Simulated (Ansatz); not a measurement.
Ansatz (a first-principles code) input (B3LYP-D3(BJ)/def2-TZVP):

Ansatz 0.2 input:
```yaml
crystal:
  periodic: [false, false, false]
  atoms:
    - {symbol: Re, position_ang: [-0.01702543, -0.01647330, -0.01405753]}
    - {symbol: O, position_ang: [-1.12303771, -1.23470048, -0.13411362]}
    - {symbol: O, position_ang: [-0.14802553, 1.31509920, -0.97921829]}
    - {symbol: O, position_ang: [1.22069711, -0.12988633, 1.07075678]}
basis:
  gaussian:
    orbitals: def2-TZVP
hamiltonian:
  xc: b3lyp
  dispersion: d3bj
magnetization: {spin_polarized: true, initial_magnetization: 1}
relax: {f_tol: 0.002, max_steps: 150}
```

End of the output:

```
the calculation of the forces begins
reference -8276.58148758 eV, -304.1587596001 hartree; 20, 19 occupied and 113, 114 virtual orbitals, 830 factors
relax step   7: F+E_penalty+E_count = -8276.72361821 eV  Δ(F+E_penalty+E_count) = -2.492e-5 eV  max|allowed force component| = 1.926e-4 eV/Å  Δτ_max = 0.0020 Å  (41 SCF iters, accepted)
integrals: 0.05 GiB planned
830 factors; their error is unknown
mean field: 0.59 GiB planned
mean field -8276.58127745 eV, -304.1587518778 hartree, gradient 1.3e-5 eV, S^2 0.754043; 1 other end points of the search recorded, 0 dependent functions left out
the calculation of the forces begins
reference -8276.58148758 eV, -304.1587596001 hartree; 20, 19 occupied and 113, 114 virtual orbitals, 830 factors
Total energy: -8276.72382834 eV, -304.1639905266 hartree
Atom 0 at    -0.178438     0.110790     0.183448 Å, force    -0.000133     0.000145     0.000193 eV/Å
Atom 1 at    -1.079967    -1.288894    -0.201154 Å, force     0.000062    -0.000034    -0.000066 eV/Å
Atom 2 at    -0.095626     1.285646    -1.054552 Å, force     0.000048    -0.000068    -0.000045 eV/Å
Atom 3 at     1.286639    -0.173503     1.015625 Å, force     0.000023    -0.000043    -0.000081 eV/Å
Dipole moment:    -0.239899     0.188964     0.293371 e Å
```

The spin state was set by rule; other spins were not relaxed.
